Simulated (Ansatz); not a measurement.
C2H5BO (`CC1BO1`) at its PBE0-D4/def2-TZVP geometry, where that method's forces vanish. Total charge 0; spin multiplicity 1.

```tsv
atom	x (Å)	y (Å)	z (Å)
C1	-0.902	0.225	-0.653
C2	0.473	0.264	-0.063
B3	1.026	-0.747	0.917
O4	0.512	0.358	1.443
H5	-0.832	-0.021	-1.716
H6	-1.527	-0.532	-0.175
H7	-1.405	1.192	-0.565
H8	1.136	1.007	-0.503
H9	1.520	-1.747	1.316
```

(1) For each bond, give half the difference of the two atoms' forces along it (eV/Å; positive pushes the atoms apart) under PBE-D4, r2SCAN-D4, B3LYP-D4, ωB97M-V in def2-TZVPP. (Estimate.)

Results:

(1) Ansatz gave: 
```csv
bond,length (Å),PBE-D4,r2SCAN-D4,B3LYP-D4,ωB97M-V
C1–C2,1.496,-0.11,0.01,0.11,0.18
C1–H5,1.094,0.11,-0.02,-0.06,-0.08
C1–H6,1.092,0.11,-0.03,-0.05,-0.08
C1–H7,1.094,0.11,-0.03,-0.06,-0.10
C2–B3,1.513,0.32,0.17,0.20,0.19
C2–O4,1.510,0.67,0.48,0.37,0.12
C2–H8,1.089,0.04,-0.10,-0.17,-0.18
B3–O4,1.328,0.70,0.35,0.19,0.14
B3–H9,1.185,-0.17,-0.13,-0.17,-0.23
```

B3LYP here is the variant with VWN-RPA as its local correlation; programs differ in this.
